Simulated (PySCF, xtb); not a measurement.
2-chloroprop-1-ene (C3H5Cl), SMILES ClC(=C)C.

Harmonic wavenumbers (cm⁻¹) from xtb with GFN2-xTB at its own minimum, in rising order: 142, 327, 371, 427, 631, 687, 874, 935, 1008, 1042, 1160, 1379, 1401, 1456, 1468, 1708, 3012, 3026, 3049, 3117, 3151.

Q: What does PySCF with PBE0-D3(BJ)/def2-SVP give at its own minimum? (Estimate from the structure and the level; the computed values follow.)

A: 209, 350, 401, 457, 662, 710, 898, 935, 1005, 1055, 1201, 1376, 1409, 1439, 1454, 1739, 3059, 3146, 3176, 3182, 3292. Paired by order, the mean absolute difference is 41 cm⁻¹ and the zero-point energies are 43.4 and 44.5 kcal/mol.
